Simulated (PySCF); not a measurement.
Compound: C2H8Ge2O.
SMILES: `C=[CH][GeH2][O][GeH3]`

Jobs on this species (13 atoms, 92 electrons) with PySCF (density fitting). Hardware of each: one thread of an Arm Neoverse V1, on a shared host. Times come from a shared host and carry two figures at best.

```json
{"level and settings": "LC-wPBE/def2-SVPD", "work": "10 singlets by full TDDFT, 4 Tamm–Dancoff triplets, polarisability, ΔSCF ions", "basis functions": "203", "SCF cycles": "?", "wall time": "?"}
{"level and settings": "CAM-B3LYP/def2-SVPD", "work": "10 singlets by full TDDFT, 4 Tamm–Dancoff triplets, polarisability, ΔSCF ions", "basis functions": "203", "SCF cycles": "11", "wall time": "4.4 min"}
{"level and settings": "BHandHLYP/def2-SVPD", "work": "10 singlets by full TDDFT, 4 Tamm–Dancoff triplets, polarisability, ΔSCF ions", "basis functions": "203", "SCF cycles": "11", "wall time": "3.9 min"}
{"level and settings": "PBE0/def2-SVPD", "work": "10 singlets by full TDDFT, 4 Tamm–Dancoff triplets, polarisability, ΔSCF ions", "basis functions": "203", "SCF cycles": "12", "wall time": "3.5 min"}
{"level and settings": "PBE0/6-31G*", "work": "10 singlets by full TDDFT, 4 Tamm–Dancoff triplets, polarisability", "basis functions": "122", "SCF cycles": "11", "wall time": "17 s"}
{"level and settings": "HF/def2-SVPD", "work": "10 singlets by TDHF, 4 Tamm–Dancoff triplets, polarisability, ΔSCF ions", "basis functions": "203", "SCF cycles": "10", "wall time": "69 s"}
{"level and settings": "B3LYP/def2-SVPD", "work": "10 singlets by full TDDFT, 4 Tamm–Dancoff triplets, polarisability, ΔSCF ions", "basis functions": "203", "SCF cycles": "12", "wall time": "3.7 min"}
{"level and settings": "PBE0/def2-SVP", "work": "10 singlets by full TDDFT, 4 Tamm–Dancoff triplets, polarisability", "basis functions": "146", "SCF cycles": "11", "wall time": "28 s"}
{"level and settings": "wB97X-D/def2-SVPD", "work": "10 singlets by full TDDFT, 4 Tamm–Dancoff triplets, polarisability, ΔSCF ions", "basis functions": "203", "SCF cycles": "12", "wall time": "4.4 min"}
```

Fill in the missing figures.

- LC-wPBE/def2-SVPD; 10 singlets by full TDDFT, 4 Tamm–Dancoff triplets, polarisability, ΔSCF ions: 5.8 min, 12 SCF cycles

What do all jobs in the table cost together?

About 28 min; the longest takes about 21 % of that, and about 20 times as long as the shortest.
